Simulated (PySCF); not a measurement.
Nuclear quadrupole coupling in `CC(C)(C)NP1C=CCC1`

Compound: C₈H₁₆NP.
Structure used (PBE0-D3(BJ)/def2-SVP), in Å, numbered top down from 1:
```
atom  x, y, z in Å
C1    -2.8591    0.1563   -0.7880
C2    -2.1994    0.1955    0.5899
C3    -2.5998    1.4820    1.3104
C4    -2.6406   -1.0200    1.4153
N5    -0.7426    0.2335    0.4275
P6     0.1098   -1.0035   -0.4178
C7     1.2079   -1.6464    0.9033
C8     2.4098   -1.0547    0.9445
C9     2.6779    0.0106   -0.0804
C10    1.5642   -0.0699   -1.1302
H11   -3.9557    0.1520   -0.6943
H12   -2.5575    1.0328   -1.3811
H13   -2.5597   -0.7475   -1.3400
H14   -2.2795    2.3616    0.7323
H15   -2.1319    1.5360    2.3076
H16   -3.6901    1.5313    1.4503
H17   -2.1619   -1.0075    2.4075
H18   -3.7323   -1.0404    1.5618
H19   -2.3471   -1.9525    0.9069
H20   -0.2719    0.5951    1.2539
H21    0.8921   -2.4146    1.6151
H22    3.1705   -1.3000    1.6951
H23    2.7102    0.9977    0.4172
H24    3.6738   -0.1180   -0.5372
H25    1.9064   -0.6468   -2.0043
H26    1.2194    0.9084   -1.4948
```

Field gradients from the PBE0/pcSseg-1 density (PySCF, non-relativistic), principal values in atomic units, ordered |Vxx| ≤ |Vyy| ≤ |Vzz|:

```json
{"atom": "N5", "Vxx": "0.5192", "Vyy": "0.6155", "Vzz": "-1.1347"}
```

Q: Find the asymmetry η = (Vxx − Vyy)/Vzz and the couplings χ = eQV/h (234.96 MHz × Q in barn × V in au), with Q(14N) = 0.02044 b.

A: 
| atom | environment | nucleus | η | χzz (MHz) | χxx (MHz) | χyy (MHz) |
| --- | --- | --- | --- | --- | --- | --- |
| N5 | nitrogen bonded to C, P and H | 14N | 0.08 | -5.45 | 2.49 | 2.96 |

Q: What is Vzz at N5 in SI units (1 au = 9.71736 × 10²¹ V/m²)?

A: -1.1347 au = -11.026 × 10²¹ V/m².

Q: And the gradient at the other heavy atoms, for which no coupling is worked out here?

A: 
```json
{"atom": "C1", "environment": "methyl carbon", "Vzz (au)": "0.054", "η": "0.52"}
{"atom": "C2", "environment": "sp3 carbon bound to nitrogen", "Vzz (au)": "0.224", "η": "0.11"}
{"atom": "C3", "environment": "methyl carbon", "Vzz (au)": "0.040", "η": "0.65"}
{"atom": "C4", "environment": "methyl carbon", "Vzz (au)": "0.027", "η": "0.34"}
{"atom": "P6", "environment": "three-coordinate phosphorus", "Vzz (au)": "-1.686", "η": "0.24"}
{"atom": "C7", "environment": "alkene CH carbon", "Vzz (au)": "0.270", "η": "0.52"}
{"atom": "C8", "environment": "alkene CH carbon", "Vzz (au)": "0.338", "η": "0.44"}
{"atom": "C9", "environment": "allylic carbon", "Vzz (au)": "0.056", "η": "0.49"}
{"atom": "C10", "environment": "sp3 carbon bound to phosphorus", "Vzz (au)": "0.075", "η": "0.54"}
```

Were the hydrogens deuterons (Q(2H) = 0.00286 b), χzz would run from 190 kHz (H23) to 264 kHz (H20).

One conformer (not necessarily the lowest) at the PBE0-D3(BJ)/def2-SVP geometry, without solvent, vibrations or thermal averaging. These gradients aren't converged with respect to the basis.
